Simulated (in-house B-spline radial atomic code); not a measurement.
Radial electron density of the bismuth ion Bi³⁺, [Xe] 4f14 5d9 6s2 8f1. Method: Dirac-Hartree-Fock, average of configuration, Fermi nucleus of rms radius 5.5211 fm. Calculated with an all-electron radial atomic-structure program (B-spline basis).

Columns: r (bohr), 4πr²n(r) (electrons per bohr), bar.

```
0.000407    3.497 #
0.000528    5.225 #
0.000686    7.759 ##
0.000891    11.41 ###
 0.00116    16.64 #####
  0.0015    23.71 #######
 0.00195    33.43 #########
 0.00254    46.19 #############
  0.0033    61.77 ##################
 0.00428    79.46 #######################
 0.00556     97.6 ############################
 0.00722    112.9 ################################
 0.00938    121.6 ##################################
  0.0122    121.2 ##################################
  0.0158    113.9 ################################
  0.0206    108.1 ###############################
  0.0267    115.1 #################################
  0.0347    136.6 #######################################
  0.0451    155.2 ############################################
  0.0586    149.3 ##########################################
  0.0761    127.9 ####################################
  0.0988    128.3 ####################################
   0.128      147 ##########################################
   0.167    130.9 #####################################
   0.217    90.35 ##########################
   0.281    89.73 #########################
   0.365     99.4 ############################
   0.475    68.72 ###################
   0.617    36.28 ##########
   0.801    26.72 ########
    1.04    20.18 ######
    1.35       11 ###
    1.76    4.641 #
    2.28     1.64 
    2.96   0.3744 
    3.85  0.05155 
       5  0.04039 
    6.49 0.003248 
    8.43  0.04165 
      11   0.0177 
    14.2   0.0541 
    18.5  0.09499 
      24  0.01181 
    31.2 0.0001323 
    40.5 9.407e-08 
    52.6 2.086e-12
```

On this grid the curve has 6 maxima, near 0.00938, 0.0451, 0.128, 0.365, 8.43, 18.5 bohr.

The 8f7/2 radial function P(r) = rR(r), positive near the nucleus, with its small component Q(r) (sign convention: Q ≈ (P' + κP/r)/2c):

| r (bohr) | P | Q |
| --- | --- | --- |
| 0.0347 | 0.0006823 | -4.659e-05 |
| 0.0586 | 0.003535 | -0.0002283 |
| 0.0988 | 0.01421 | -0.000852 |
| 0.167 | 0.03959 | -0.002155 |
| 0.281 | 0.06261 | -0.003125 |
| 0.475 | 0.03053 | -0.001988 |
| 0.801 | -0.06763 | 0.0002684 |
| 1.35 | -0.1601 | 0.001413 |
| 2.28 | -0.1492 | 0.001317 |
| 3.85 | 0.1052 | 0.0001632 |
| 6.49 | 0.05712 | -0.0006879 |
| 11 | -0.1333 | 0.0005709 |
| 18.5 | 0.3083 | -0.000352 |
| 31.2 | 0.01152 | -2.027e-05 |
